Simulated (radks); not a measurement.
Results of a calculation; reference values are marked as such.
Q: Tm, 69 electrons, occupied as [Xe] 4f13 6s1 7d1 (not the ground configuration). Level of theory: scalar-relativistic Kohn-Sham, SCAN, spin-polarised, spherical densities, finite nucleus; open shells are filled with parallel spins first (spin-orbit coupling, left out, can overturn this in heavy ions); meta-GGA in the generalised Kohn-Sham scheme; Fermi nuclear charge, rms radius 5.2256 fm (a radial shooting solver on a logarithmic mesh with Libxc functionals). Some entries of the table are withheld. Estimate them.

orbital  occ.  eigenvalue (Ry)  <1/r> (bohr^-1)
1s up       1        -4363.063            79.07
1s down     1        -4363.062            79.07
2s up       1        -738.1994            18.44
2s down     1        -738.1969            18.44
2p up       3        -651.5403            16.97
2p down     3        -651.5382            16.97
3s up       1        -166.9828            6.815
3s down     1        -166.9448            6.816
3p up       3        -140.5618            6.348
3p down     3        -140.5221            6.349
3d up       5        -107.9291            6.006
3d down     5        -107.8965            6.007
4s up       1        -33.56872            2.869
4s down     1        -33.48625            2.868
4p up       3        -24.84598            2.624
4p down     3        -24.76523            2.622
4d up       5        -13.23475            2.318
4d down     5        -13.15437            2.316
5s up       1              (1)            1.078
5s down     1              (2)            1.075
5p up       3         -2.38902              (3)
5p down     3         -2.37675              (4)
4f up       7         -0.63761            1.693
6s up       1         -0.61604              (5)
4f down     6         -0.56169            1.685
7d up       1         -0.03661          0.05875

A: 
(1) 5s up eigenvalue (Ry): -4.36530
(2) 5s down eigenvalue (Ry): -4.36053
(3) 5p up <1/r> (bohr^-1): 0.8845
(4) 5p down <1/r> (bohr^-1): 0.8880
(5) 6s up <1/r> (bohr^-1): 0.3536
